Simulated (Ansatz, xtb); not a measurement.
## Ranking isomers of H9NOSi3

4 gas-phase structures of H9NOSi3, from a drawn sample of its isomers (lower ones may exist). Each was relaxed with GFN2-xTB; where two conformers were screened, the lower at r2SCAN-D4/def2-SVP//GFN2-xTB is listed:

A. `N[Si](O)([SiH3])[SiH3]`, a singlet
B. `N[Si@@H]([SiH3])[SiH2]O`, a singlet
C. `N[Si@@H](O)[SiH2][SiH3]`, a singlet
D. `N[SiH2][SiH2][SiH2]O`, a singlet

Task: Which do you expect lowest at r2SCAN-D4/def2-SVP//GFN2-xTB, and how would the others follow?

Result: Calculated order at r2SCAN-D4/def2-SVP//GFN2-xTB: C (0.0), A (8.9), D (33.0), B (39.8) kJ/mol.

Energies above the lowest of each column, in kJ/mol; the last columns are at r2SCAN-D4/def2-SVP geometries:

```tsv
structure	GFN2-xTB	HF/STO-3G	r2SCAN-D4/def2-SVP//GFN2-xTB	r2SCAN-D4/def2-SVP	CCSD(T)/def2-SVP + ΔMP2/def2-TZVPP
C	1.9	0.0	0.0	0.0	0.0
A	12.6	10.4	8.9	15.3	14.6
D	0.0	27.9	33.0	32.2	28.8
B	8.2	26.6	39.8	29.7	34.7
```

CCSD(T)/def2-SVP + ΔMP2/def2-TZVPP puts C lowest; GFN2-xTB picks D. Some further structures that were screened fall inside this span and aren't listed. Flexible structures stand in one conformer each, not always the lowest. ΔMP2 is the change of the MP2 energy from the smaller to the larger basis.

Over these structures GFN2-xTB departs from r2SCAN-D4/def2-SVP//GFN2-xTB by 17.6 kJ/mol on average once a common shift is removed. A GFN2-xTB relaxation took about 0.18 s and the r2SCAN-D4/def2-SVP//GFN2-xTB energy about 1.5 s on a shared host (Ansatz 0.2.0, xtb 6.7.1).
